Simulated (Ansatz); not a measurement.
A CCSD(T) single point on H3PSe, SMILES `P[SeH]`.

```yaml
crystal:
  periodic: [false, false, false]
  atoms:
    - {symbol: P, position_ang: [-0.755343, -0.279283, 0.276993]}
    - {symbol: Se, position_ang: [1.196903, 0.640715, -0.402714]}
    - {symbol: H, position_ang: [-0.187621, -1.390632, 0.952994]}
    - {symbol: H, position_ang: [-1.003654, -1.029635, -0.901863]}
    - {symbol: H, position_ang: [0.799615, 1.985235, 0.033189]}
basis:
  gaussian: {orbitals: def2-TZVPP}
correlation: {method: ccsd_t}
output: {orbitals: {seedname: orbitals}}
```

```sh
$ ansatz run in.yaml --threads 2 --pin off --events-out ev --progress --plain --max-ram 4352MiB
```

The program prints (abridged):

```
Functional definition: HF
797 factors; integrals over basis functions are off by at most 9.0e-4 eV
mean field evaluation 1: about -74622.0246 eV, gradient 1.2e1 eV
mean field evaluation 2: about -74622.2198 eV, gradient 1.2e1 eV
mean field evaluation 4: about -74623.0086 eV, gradient 1.8e0 eV
mean field evaluation 8: about -74623.0261 eV, gradient 1.5e-1 eV
mean field evaluation 16: about -74622.6876 eV, gradient 4.0e0 eV
mean field -74623.02621905 eV, -2742.3456322462 hartree, gradient 2.5e-6 eV, S^2 0.000000; 0 other end points of the search recorded, 0 dependent functions left out
14 core orbitals not correlated: weight in the atoms' cores, before any rotation towards them, 1.000 or more for the frozen orbitals, at most 0.000 for the correlated occupied ones
reference -74623.02621905 eV, -2742.3456322462 hartree; 12, 12 occupied and 106, 106 virtual orbitals, 797 factors
second order -11.82447633 eV of doubles, -0.00000000 eV of singles
cycle   1  -12.22335711 eV  change   -4.0e-1 eV  update   7.8e-2
cycle   2  -12.60430002 eV  change   -3.8e-1 eV  update   2.4e-2
cycle   3  -12.63124686 eV  change   -2.7e-2 eV  update   9.5e-3
cycle   4  -12.62631116 eV  change    4.9e-3 eV  update   2.7e-3
cycle   5  -12.62670452 eV  change   -3.9e-4 eV  update   1.0e-3
cycle   6  -12.62624344 eV  change    4.6e-4 eV  update   3.5e-4
cycle   7  -12.62623587 eV  change    7.6e-6 eV  update   1.0e-4
cycle   8  -12.62627174 eV  change   -3.6e-5 eV  update   3.4e-5
cycle   9  -12.62626398 eV  change    7.8e-6 eV  update   1.1e-5
perturbative correction -0.49444379 eV, -0.0181704742 hartree
Total energy: -74636.14692683 eV, -2742.8278093635 hartree
```

Run time 10 s (2 threads of an Intel Xeon Platinum 8259CL on a shared host); peak host memory 0.65 GiB.

The correlation energy is -13.121 eV, 3.8 % of it from (T); the T1 diagnostic reads 0.0102.
